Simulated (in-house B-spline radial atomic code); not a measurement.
BP86 excitations of the silver ion Ag⁺

Method: BP86. Computed with a B-spline radial code for spherical atoms: linear response of the closed shell [Kr] 4d10 with the functional's adiabatic kernel; non-relativistic, point nucleus, no spin-orbit coupling, no double excitations, S, P, D and F terms only; shells from n = 2 respond. Only terms of natural parity with L up to 3 were computed.

Without relativity these are model numbers for so heavy an element.

Command:
```bash
python run_td.py task.json out
```
Settings (radii: box in bohr, nucleus in fm):
```
Z                        47
electrons                46
configuration            [Kr] 4d10
hamiltonian              nr
method                   b88,p86
box_radius               41.61
intervals                59
```

Time taken, with all properties: 4.3 s on 1 thread of Arm Neoverse N1, with other jobs on the host.

The lowest states, in the order of their Tamm-Dancoff energies; the method's threshold (minus the highest occupied level) is 15.983 eV. Labels give the largest channel, * marks a mixed state, and oscillator strengths are full-response dipole values. Semilocal kernels can invert the small singlet-triplet splittings of Rydberg terms. Energies in eV:

```
     state  full response  Tamm-Dancoff  oscillator strength
4d → 5s 3D          5.016         5.050                    -
4d → 5s 1D          5.570         5.587                    -
4d → 5p 3P              ?             ?                    -
4d → 5p 3F          9.615         9.637                    -
4d → 5p 1F          9.792         9.800                    -
4d → 5p 1P         10.369        10.432                0.567
4d → 6s 3D              ?             ?                    -
4d → 6s 1D         13.041        13.043                    -
4d → 5d 3S         13.837        13.842                    -
4d → 5d 3D         13.895        13.896                    -
4d → 6p 3P         13.897        13.901                    -
4d → 6p 3F         13.902        13.905                    -
4d → 5d 1D         13.919        13.923                    -
4d → 6p 1F         13.933        13.934                    -
4d → 6p 1P         14.025        14.036                0.058
4d → 5d 1S         14.168        14.200                    -
```

Problem. Where does 4d → 5p 3P lie?

Solution. At 9.543 eV in full response, 9.573 eV in Tamm-Dancoff.

Problem. Where does 4d → 6s 3D lie?

Solution. At 12.989 eV in full response, 12.991 eV in Tamm-Dancoff.

Problem. How large is the singlet-triplet splitting of 4d → 5s (D terms) in Tamm-Dancoff?

Solution. 0.537 eV, from the unrounded values.

Problem. What polarisabilities and dispersion coefficient does the method give?

Solution. Dipole 10.2 bohr³, quadrupole 63.52 bohr⁵, C6 60.49 hartree·bohr⁶ for two such species.
